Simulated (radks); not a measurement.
The numbers below are computed, except where a source is named.
All-electron atom: Se XVII in [Ar] (the NIST ground configuration). Code: a radial shooting solver on a logarithmic mesh with Libxc functionals. Model: Dirac Kohn-Sham, HCTH/407, spin-unpolarised, spherical densities, point nucleus.

Spin-orbit splittings of the eigenvalues, e(l+1/2) - e(l-1/2), with zeta = 2 splitting/(2l+1) and mean radii in bohr:

shell,occ.,splitting (eV),zeta (eV),<r> j=l-1/2,<r> j=l+1/2
2p,6,42.07,28.04,0.1674,0.1710
3p,6,8.317,5.544,0.4983,0.5047
